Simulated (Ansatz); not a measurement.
Ansatz results at the PBE0-D4/def2-TZVP geometry: size of the dipole moment (PBE/def2-TZVPP) 1.89 D; LUMO energy (PBE/def2-TZVPP) -1.98 eV; HOMO energy (ωB97M-V/def2-TZVPP) -8.78 eV.

Each molecule was computed in one conformer, which needn't be the lowest.

Which molecule gave them?
A. `CN=C=C(F)S`
B. `C#CC(N)(F)S`
C. `N/C=N/[SiH3]`
D. `[NH2][Al]1[CH]=[C]1S`

A. The others give `N/C=N/[SiH3]`: 3.51, -0.68, -9.40; `[NH2][Al]1[CH]=[C]1S`: 3.30, -1.60, -8.46; `C#CC(N)(F)S`: 1.94, -1.35, -9.57.
